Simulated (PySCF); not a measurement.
Compound: C₄H₁₂NPSi₂.
Bonds: Si1–N2, N2–Si3, N2–P4, P4–C5, C5–C6, C6–C7 (double), C7–C8, P4–C8. Hydrogens: H9, H10, H11 on Si1; H12, H13, H14 on Si3; H15, H16 on C5; H17 on C6; H18 on C7; H19, H20 on C8.

Level: PBE0/pcSseg-1 and wB97X-D/def2-SVPD in PySCF, non-relativistic, on one gas-phase PBE0-D3(BJ)/def2-SVP geometry that isn't relaxed in the solvent. The solvent is an IEF-PCM continuum (van der Waals radii × 1.2). Only the electrostatic response of the medium enters.

Gas phase at PBE0/pcSseg-1: HOMO -6.93 eV, LUMO 0.08 eV, dipole 1.50 D.

Task: What does the continuum do to the energy, the frontier levels and the dipole at PBE0/pcSseg-1 in chloroform and acetonitrile?

Result: 
```
     solvent      ε  E(solvent) − E(gas) (kJ/mol)  polarisation term (kJ/mol)  distortion of the solute (kJ/mol)  HOMO (eV)  LUMO (eV)  dipole (D)
  chloroform  4.711                         -7.11                       -7.72                               0.61      -6.91       0.19        1.82
acetonitrile  35.69                        -10.00                      -11.24                               1.24      -6.93       0.19        1.95
```

Polarisation term: ½ Σ q·V over the induced surface charges. Distortion: the rise of the solute's own energy as its density leaves the gas-phase optimum. From chloroform to acetonitrile the lowering changes by a factor 1.41, Onsager's factor (ε − 1)/(2ε + 1) by 1.35 and ε itself by 7.6.

Task: Which radius a makes the point-dipole formula ΔE = −[(ε − 1)/(2ε + 1)]·μ²/a³ give the value in acetonitrile, with the gas-phase dipole?

Result: μ = 0.590 au and |ΔE| = 0.00381 Eh give a = 1.86 Å; the farthest nucleus lies 3.79 Å from the centroid of the nuclei, so such a sphere wouldn't even hold the nuclei. The formula assumes a rigid point dipole at the centre of a sphere.

Task: Which Hirshfeld charges (PBE0/pcSseg-1) respond most in acetonitrile (means over atoms taken as equivalent)?

Result: 
```
          atoms                      environment  gas (e)  solvent (e)  change
             P4      three-coordinate phosphorus   +0.205       +0.188  -0.017
H15/H16/H19/H20               methylene hydrogen   +0.044       +0.049  +0.005
        H17/H18                 vinylic hydrogen   +0.050       +0.054  +0.004
          C5/C8   sp3 carbon bound to phosphorus   -0.120       -0.118  +0.002
          C6/C7                 alkene CH carbon   -0.047       -0.049  -0.002
        H9 (×6)                    Si–H hydrogen   -0.082       -0.083  -0.001
        Si1/Si3                     SiH3 silicon   +0.322       +0.322   0.000
             N2  nitrogen bridging silicon atoms   -0.302       -0.302   0.000
```

Task: How do the nuclear quadrupole coupling constants eQVzz/h respond in acetonitrile?

Result: 
| nucleus | Q (barn) | gas (MHz) | solvent (MHz) | η gas | η solvent |
| --- | --- | --- | --- | --- | --- |
| 14N at N2 | 0.02044 | -3.45 | -3.45 | 0.39 | 0.38 |

Gas phase at wB97X-D/def2-SVPD: HOMO -8.70 eV, LUMO 1.79 eV, dipole 1.64 D.

Task: What does the continuum do to the energy, the frontier levels and the dipole at wB97X-D/def2-SVPD in acetonitrile?

Result: 
| solvent | ε | E(solvent) − E(gas) (kJ/mol) | polarisation term (kJ/mol) | distortion of the solute (kJ/mol) | HOMO (eV) | LUMO (eV) | dipole (D) |
| --- | --- | --- | --- | --- | --- | --- | --- |
| acetonitrile | 35.69 | -10.40 | -12.07 | 1.67 | -8.71 | 1.82 | 2.18 |

Task: How does the static polarisability (wB97X-D/def2-SVPD, frozen core, with the continuum's full static response) change?

Result: 
```
      medium  isotropic (au)  principal values (au)  ⟨r²⟩ of the electrons (bohr²)
         gas           127.3    118.7, 121.1, 142.0                         1636.9
acetonitrile           182.0    173.9, 180.4, 191.8                         1636.6
```

The isotropic value in acetonitrile is 1.43 times the gas-phase one; no cavity-field correction is applied. ⟨r²⟩ is taken about the centre of nuclear charge.

Note: wB97X-D ran without an empirical dispersion term, which enters the total energy and its gradient alone.
